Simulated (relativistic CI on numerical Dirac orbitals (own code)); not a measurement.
Radial Dirac CI calculation of He.

Command:

```sh
python run_levels.py task.json out
```

Input:

```
atom He  Z=2  charge=0  electrons=2
nucleus A=4  rms_radius_fm=1.6755
hamiltonian dirac-coulomb  breit=on  qed=on  c_scale=1
orbitals kli  potential=per-configuration
slater_scale 1
correlation none
mixing on
grid step=0.0125 r_max=62.6
scf mixing=0.05 start=green max_iterations=150 tolerance=2e-08 node_fill=0.05
configurations
  1s2
  1s 2s
  1s 2p
end
```

Output:

```
SCF 1: 1s2
 iter      energy (Ha)   residual   last orbital (Ha)
    1        -2.818926   2.03e-01     -1.25717
    2        -2.823634   1.91e-01     -1.23573
    3        -2.861587   7.81e-03     -0.91088
    4        -2.861731   1.23e-02     -0.93919
    5        -2.861801   3.20e-03     -0.91289
    6        -2.861812   4.75e-04     -0.91723
    7        -2.861812   4.02e-04     -0.91735
    8        -2.861813   3.09e-06     -0.91799
    9        -2.861813   3.24e-06     -0.91799
   10        -2.861813   2.25e-08     -0.91799
   11        -2.861813   6.85e-11     -0.91799
SCF 2: 1s 2s
 iter      energy (Ha)   residual   last orbital (Ha)
    1        -2.156326   4.06e-02     -0.17819
    2        -2.157088   3.87e-02     -0.17746
    3        -2.165478   6.80e-03     -0.16508
    4        -2.165509   7.41e-03     -0.16483
    5        -2.165708   3.84e-04     -0.16558
    6        -2.165712   8.21e-04     -0.16576
    7        -2.165716   3.05e-05     -0.16570
    8        -2.165716   1.19e-05     -0.16570
    9        -2.165716   5.90e-07     -0.16570
   10        -2.165716   1.47e-07     -0.16570
   11        -2.165716   3.38e-10     -0.16570
SCF 3: 1s 2p
 iter      energy (Ha)   residual   last orbital (Ha)
    1        -2.118738   5.48e-02     -0.14190
    2        -2.119558   5.22e-02     -0.14116
    3        -2.127845   2.37e-03     -0.12841
    4        -2.127835   1.68e-03     -0.12847
    5        -2.127844   3.04e-04     -0.12822
    6        -2.127839   1.10e-04     -0.12828
    7        -2.127839   1.65e-06     -0.12826
    8        -2.127839   2.01e-06     -0.12826
    9        -2.127839   3.22e-08     -0.12826
   10        -2.127839   3.55e-08     -0.12826
   11        -2.127839   1.81e-11     -0.12826
orbital energies (Ha): 1s -0.9180
configuration averages (Ha): Dirac-Coulomb, Breit, QED
  1s2                             -2.861813    0.000064    0.000023
  1s 2s                           -2.165716    0.000002    0.000016
  1s 2p                           -2.127839    0.000001    0.000016
levels: no., configuration, term, J, E (cm-1), weight
   1 1s2                    1S   0                0.0  1.00
   2 1s 2s                  3S   1           151134.5  1.00
   3 1s 2s                  1S   0           157554.4  1.00
   4 1s 2p                  3P*  2           160344.2  1.00
   5 1s 2p                  3P*  1           160344.4  1.00
   6 1s 2p                  3P*  0           160345.4  1.00
   7 1s 2p                  1P*  1           163171.7  1.00
lowest total energy -2.861726 Ha
end: converged
```

Against the reference input this run has: SCF mixing 0.05. The reference run ends at -2.861726 Ha with Breit and QED terms. The change (SCF mixing 0.05) leaves the energy and the levels as they were.

With so few configurations and no correlation, terms lie too far apart (by 10 to 50 % or more near neutrality), their order can be wrong, and levels of other configurations are missing.
